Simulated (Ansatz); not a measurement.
Computed with Ansatz on PBE0-D4/def2-TZVP structures; ΔE is electronic, products minus reactants. CCSD(T)/CBS adds triple-zeta CCSD(T) − MP2 to the extrapolated MP2 energy (def2 sets, frozen cores). This one scheme is used for every species. Functionals use def2-TZVPP. HSE06 is defined as in plane-wave codes. Each species was taken in one conformer, which may not be the lowest.

Consider the hydrogenolysis of a C–Cl bond: `CC(Cl)[CH2][AlH2]` + H₂ → `CC[CH2][AlH2]` + HCl.

`CC(Cl)[CH2][AlH2]`:

```xyz
13

C    -1.181   -0.386    0.963
C    -0.038    0.587    0.782
Cl    0.653    0.962    2.423
C     1.037    0.083   -0.146
Al    0.482   -0.206   -2.010
H    -1.686   -0.547    0.003
H    -0.813   -1.347    1.329
H    -1.918   -0.008    1.671
H    -0.420    1.552    0.444
H     1.878    0.788   -0.172
H     1.459   -0.852    0.243
H     1.451   -0.993   -2.991
H    -0.903    0.368   -2.538
```

H₂:

Cartesian coordinates in Å:
```
H -0.014 0.012 -0.373
H 0.014 -0.012 0.373
```

`CC[CH2][AlH2]`:

Cartesian coordinates in Å:
```
C -1.016 -0.865 -1.409
C -0.353 -0.657 -0.057
C 0.369 0.684 0.065
Al 1.263 1.062 1.765
H -0.278 -0.826 -2.215
H -1.525 -1.831 -1.468
H -1.756 -0.084 -1.605
H 0.351 -1.476 0.129
H -1.109 -0.743 0.732
H -0.332 1.509 -0.132
H 1.120 0.781 -0.733
H 2.041 2.435 1.966
H 1.224 0.011 2.961
```

HCl:

```xyz
2

Cl   -0.442   -0.173    0.429
H     0.442    0.173   -0.429
```

```csv
level,ΔE (kJ/mol),difference from CCSD(T)/CBS
B97M-V,-62.7,-5.1
HSE06-D4,-59.2,-1.6
ωB97X-V,-58.8,-1.2
revPBE,-64.0,-6.4
HSE06,-64.9,-7.3
BHLYP,-72.8,-15.2
CAM-B3LYP,-69.1,-11.5
HF/def2-TZVPP,-81.7,-24.1
SCS-MP2/def2-TZVPP,-60.2,-2.6
CCSD(T)/def2-TZVPP,-62.0,-4.4
CCSD(T)/CBS,-57.6,0
```

(1) What do rigid-rotor, harmonic-oscillator terms from PBE0-D4/def2-TZVP frequencies (298.15 K, 1 bar) make of the CCSD(T)/CBS value? (Estimate.)

Largest T1 diagnostic among the species: 0.009.

Answers

(1) Ansatz gave: ΔZPE = +14.0 kJ/mol, ΔH = -45.6 kJ/mol, ΔS = 34 J/(mol·K), ΔG = -55.7 kJ/mol.

In def2-TZVPP, CCSD(T) changes the Hartree–Fock value by +19.7 kJ/mol (the triples alone add +6.5 kJ/mol) and MP2 by +26.1 kJ/mol. The D4 term adds +11.3 kJ/mol with B3LYP and +6.0 kJ/mol with PBE0; it sums over pairs of atoms, weighted by their polarisabilities, and B3LYP, whose exchange is more repulsive, gets the larger term.

CCSD(T)/CBS has its own doubt, a few kJ/mol and more with outer-core shells, so smaller differences from it don't rank the levels.

B3LYP here is the variant with VWN-RPA as its local correlation; programs differ in this.
